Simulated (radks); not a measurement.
Problem. The sulfur ion S+, [Ne] 3s2 3p3. Calculated with a radial shooting solver on a logarithmic mesh with Libxc functionals: non-relativistic Kohn-Sham, PBE, spin-polarised, spherical densities, point nucleus. Every spin shell is full or empty, so the densities are truly spherical. Functionals are evaluated on that one density, not self-consistently. Rank these exchange functionals by their error against the exact value of the orbitals, and give that value: LDA, AM05, SOGGA, G96, TPSS, SCAN, r2SCAN, MS2, TASK.

Solution. Exact: -24.7588 hartree. From best to worst, with 100 (|E| - |E exact|)/|E exact| (equal figures are ties): r2SCAN +0.02, G96 +0.07, MS2 +0.10, TPSS +0.21, SCAN +0.28, TASK -2.98, SOGGA -3.54, AM05 -6.97, LDA -7.97.
